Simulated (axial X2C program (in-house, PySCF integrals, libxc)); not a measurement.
## Curves of InS by EOM-IP-CCSD

Calculated with an axial X2C code built on PySCF integrals: two-component X2C with atomic mean-field Coulomb and Gaunt terms, Gaussian nuclei, basis In dyall-acv3z, S dyall-av3z with contracted cores.

Energies in eV from the lowest point of the lowest state; states are followed by energy order within each Ω. Reference: InS⁻, 20 electrons correlated in 82 virtual spinors with an MP2 remainder; levels at this size can be off by some tenths of an eV. Masses 114.904 and 31.972 u.

| R (Å) | (1)Ω=1/2 | (1)Ω=3/2 | (2)Ω=1/2 | (3)Ω=1/2 |
| --- | --- | --- | --- | --- |
| 2.139 | 0.1649 | 0.9882 | 1.0455 | 3.9459 |
| 2.232 | 0.0109 | 0.5160 | 0.5689 | 3.6825 |
| 2.325 | 0.0000 | 0.2361 | 0.2854 | 3.6165 |
| 2.430 | 0.0920 | 0.0848 | 0.1313 | 3.7157 |
| 2.534 | 0.0988 | 0.0550 | 0.2474 | 3.9461 |
| 2.674 | 0.1818 | 0.1402 | 0.5001 | 4.3840 |

T1 of the reference reaches 0.022 (Lee–Taylor). Curves followed by order can swap character. Number of frozen shells: In 4 s, 3 p, 1 d; S 2 s, 1 p. Roots with under 60 % one-particle weight at any point are counted in the labels but not shown, and the list ends where the roots sought for some Ω run out; states that need a further excitation are missing and may lie low or lowest. Curves with a minimum but no constants failed the fit check.
